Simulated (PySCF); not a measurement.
Species: AlCl3.OEt2, C4H10AlCl3O.
Atom-mapped SMILES: `[CH3:1][CH2:2][O+:3]([CH2:4][CH3:5])[Al-:6]([Cl:7])([Cl:8])[Cl:9]` (hydrogens: H10, H11, H12 on C1; H13, H14 on C2; H15, H16 on C4; H17, H18, H19 on C5)

A linear-response calculation (PySCF, def2-SVPD basis, gas phase, vertical, core orbitals frozen in the response) gave these numbers; the functional is withheld.

Orbital energies (eV): HOMO-3 -10.51, HOMO-2 -10.24, HOMO-1 -10.12, HOMO -9.84, LUMO 0.57, LUMO+1 1.08, LUMO+2 1.34.

```tsv
state	E (eV)	f	main configurations (H = HOMO, L = LUMO)
S1	7.63	0.0010	H→L (63%), H→L+1 (21%)
S2	7.92	0.032	H-1→L (62%), H-1→L+1 (18%)
S3	8.01	0.049	H-2→L (61%), H-2→L+1 (18%)
S4	8.25	0.119	H-3→L (52%), H-3→L+1 (16%)
S5	8.28	0.122	H-4→L (53%), H-4→L+1 (17%)
S6	8.44	0.240	H-5→L (56%), H-5→L+1 (17%)
```

Triplets, Tamm–Dancoff:

```
state  E (eV)  λ (nm)  main configurations (H = HOMO, L = LUMO)
   T1    7.40   167.6                    H→L (55%), H→L+1 (23%)
   T2    7.63   162.5                H-1→L (52%), H-1→L+1 (21%)
   T3    7.70   161.0                H-2→L (52%), H-2→L+1 (22%)
   T4    7.94   156.2                H-3→L (47%), H-3→L+1 (19%)
```

Vertical ionisation energy by ΔSCF with the same functional: 10.70 eV. Mean static polarisability: 114.3 au.

Question: Which of these was used?
A. CAM-B3LYP
B. PBE0
C. PBE
D. HF

Answer: A. CAM-B3LYP is range-separated, 19% exact exchange at short range and 65% at long range (ω = 0.33 bohr⁻¹). In this run −ε(HOMO) = 9.84 eV differs from the ΔSCF value by -0.86 eV, and S1 differs from the orbital gap of 10.41 eV by -2.79 eV. The ratio −ε(HOMO)/IP is 0.92. Small neutral molecules mostly give 0.85 to 0.93 with CAM-B3LYP, 0.5 to 0.7 with PBE, 0.7 to 0.83 with PBE0; Hartree–Fock can't fall below 1, since the ion's relaxation only lowers the ΔSCF value.

Method used: TDDFT CAM-B3LYP/def2-SVPD, vertical, gas phase, core orbitals frozen in the response (PySCF 2.14.0, density-fitted response routines). Isolated species at its PBE0-D3(BJ)/def2-SVP geometry (one conformer only).

The values belong to the conformer `[CH3:1][CH2:2][O+:3]([CH2:4][CH3:5])[Al-:6]([Cl:7])([Cl:8])[Cl:9]`: C1–C2–O3–C4 90°, C2–O3–C4–C5 89°, C2–O3–Al6–Cl7 -18°.
